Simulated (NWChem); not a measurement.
System: AlCl2F; SMILES [F][Al]([Cl])[Cl]

Here is an NWChem input.

```
start job
memory heap 200 mb stack 900 mb global 1100 mb
geometry units angstroms noautosym nocenter noautoz
  Al     0.000000     0.000000     0.335182
  F      0.000000     0.000000     1.985458
  Cl    -1.810871     0.000000    -0.672848
  Cl     1.810871     0.000000    -0.672848
end
basis spherical
  Al library def2-tzvp
  F library def2-tzvp
  Cl library def2-tzvp
end
dft
  xc bhlyp
  iterations 150
end
tddft
  cis
  ecut -53.0
  nroots 6
  notriplet
end
task tddft energy
```

The geometry was optimised at PBE0/def2-SVP.

Core excitations by TDA in a window of 1s orbitals, non-relativistic and unshifted: absolute energies depend strongly on the exact-exchange share.

### Question
What results follow from this input? (BHandHLYP/def2-TZVP, restricted-window TDA.) Quantities: first 1s excitation (eV); dipole oscillator strength of the first; first state with f > 0.002 (eV); dipole oscillator strength of that state.

### Answer
| Item | Value |
|---|---|
| first 1s excitation (eV) | 1546.8 |
| dipole oscillator strength of the first | 0.0000 |
| first state with f > 0.002 (eV) | 1547.0 |
| dipole oscillator strength of that state | 0.0099 |
